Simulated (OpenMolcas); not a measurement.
## Eu3+ in SrO: curves along the breathing mode

Eu3+ with its 6 nearest oxide ions, on the Sr site of SrO (a = 5.1602 Å, distance in the model lattice 2.580 Å). The rest of the host is ab initio model potentials to 7.6 Å, with orthogonalisation functions on the cations behind the ligands, and point charges beyond; the distance is set by hand and nothing relaxes, and no local charge compensation is placed. Ligand basis ANO-RCC-VDZP.

```yaml
Program: OpenMolcas
Method: CASSCF
Basis: ANO-RCC-VDZP [7s6p4d2f1g]
Scalar_Hamiltonian: DKH2, point nucleus
Active_space: 6 electrons in 7 orbitals (4f)
State_averaging: 2S+1 = 7 even, 7 roots; 2S+1 = 5 even, 77 roots kept (CI in the orbitals of an earlier block); 2S+1 = 3 even, 3 roots kept (CI in the orbitals of an earlier block)
Spin-orbit_coupling: RASSI with atomic mean-field integrals over the reference wave functions
```

Spin-free energies (labels of O, the rotations of Oh) in cm-1 above the lowest fitted minimum, as all ligands move together:

```
R (Å)    7T1    7T2    7A2    5T2     5E  5T2(2)  5E(2)
2.256   1260   2060   2480  25610  25850   28590  28660
2.309    -30    680   1050  24310  24530   27350  27410
2.362   1390   2020   2360  25720  25920   28800  28850
2.416   5280   5860   6150  29600  29790   32730  32770
2.469  11260  11780  12050  35570  35740   38730  38770
2.522  19190  19670  19910  43500  43650   46680  46720
2.575  28950  29400  29600  53250  53390   56450  56490
```

Cubic fits give the following; the wavenumber is harmonic, with the mass of all moving ligands, small differences in it between states hang on the degree of the fit, a number in brackets counts states of one label, and the table is a selection of at most 14 states with clean curves.

| State | R0 (Å) | Breathing mode (cm-1) | Minimum (cm-1) |
| --- | --- | --- | --- |
| 7T1 | 2.307 | 573 | 0 |
| 7T2 | 2.308 | 574 | 710 |
| 7A2 | 2.309 | 574 | 1090 |
| 5T2 | 2.307 | 573 | 24340 |
| 5E | 2.308 | 573 | 24560 |
| 5T2(2) | 2.306 | 573 | 27380 |
| 5E(2) | 2.306 | 573 | 27440 |
| 5T1 | 2.307 | 573 | 27590 |
| 5T2(3) | 2.307 | 573 | 27890 |
| 5E(3) | 2.308 | 574 | 28390 |
| 5T1(2) | 2.308 | 574 | 28420 |
| 5A1 | 2.308 | 573 | 28480 |
| 5A1(2) | 2.307 | 574 | 28980 |
| 5T1(3) | 2.307 | 573 | 29030 |

For an f ion spin-orbit coupling outweighs the ligand field, so these spin-free curves are not those of observable levels.

High states are left out of the spin-orbit mixing, which shifts the levels that they would mix with. Without dynamic correlation the ligand-field splitting of an f shell can come out too small, at times by half. No measured value stands beside these numbers.
